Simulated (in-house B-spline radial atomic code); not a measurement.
Values are calculated unless marked as measured or tabulated.
# Ar ion on Cu atom: potential, deflection and energy transfer

The pair potential comes from two frozen, spherical free-atom densities (PBE, B-spline radial code, scalar-relativistic past argon): electrostatics plus the change in Thomas-Fermi kinetic and Dirac exchange energy where they overlap, the recipe behind the universal ZBL potential, which averages such potentials (from solid-state densities) over many pairs. It is written V = (Z1 Z2 e²/r) φ(r/a), with e² = 14.3996 eV·Å and a = 0.46850 Å/(Z1^0.23 + Z2^0.23); ZBL's fit is φ = 0.18175 e^(−3.1998x) + 0.50986 e^(−0.94229x) + 0.28022 e^(−0.4029x) + 0.02817 e^(−0.20162x). Where φ falls below 4e-4 it is continued as an exponential.

Masses 39.95 and 63.55 u.

```tsv
x = r/a	φ, this pair	φ, ZBL
0.1	0.8951	0.8928
0.25	0.7747	0.7647
0.5	0.6272	0.6096
1	0.4353	0.4164
1.5	0.3159	0.2995
2	0.2361	0.2218
3	0.1391	0.1292
4	0.08692	0.08026
5	0.05569	0.05224
6.5	0.03025	0.02914
8	0.01809	0.01705
10	0.009702	0.008778
12	0.005146	0.00474
14.5	0.002275	0.002328
17	0.001005	0.001212
```

Question: At x = 3 the electrostatic, kinetic and exchange parts are 990.28, 2220.45 and -151.28 eV. Find r, V and φ.

Answer: a = 0.46850/(1.9441 + 2.1695) = 0.11389 Å, so r = 0.34168 Å. V = 990.28 + 2220.45 + (-151.28) = 3059.45 eV. The bare repulsion is 18 × 29 × 14.3996/0.34168 = 21999 eV, so φ = 0.1391, +7.6 % against ZBL's 0.1292. The kinetic (Pauli) term is 73 % of V here.

Question: The ion comes in at 107.5 keV with impact parameter 0.0569 Å. The scattering integral gives a centre-of-mass angle of 64.36° and a closest approach of 0.8073 a. What are the reduced energy, the energy passed on and the laboratory angles?

Answer: ε = E a M2/(Z1 Z2 e² (M1 + M2)) = 107500 × 9.3036e-06 = 1. The most that one collision can pass on is γE with γ = 4 M1 M2/(M1 + M2)² = 0.9480. Here T = γE sin²(θ/2) = 0.9480 × 107500 × 0.2836 = 28900 eV. The ion turns by arctan(sin θ/(cos θ + M1/M2)) = 40.3°, and the struck atom leaves at (180° − θ)/2 = 57.8°. The closest approach is 0.092 Å. With ZBL the angle would be 63.04° and T = 27850 eV.
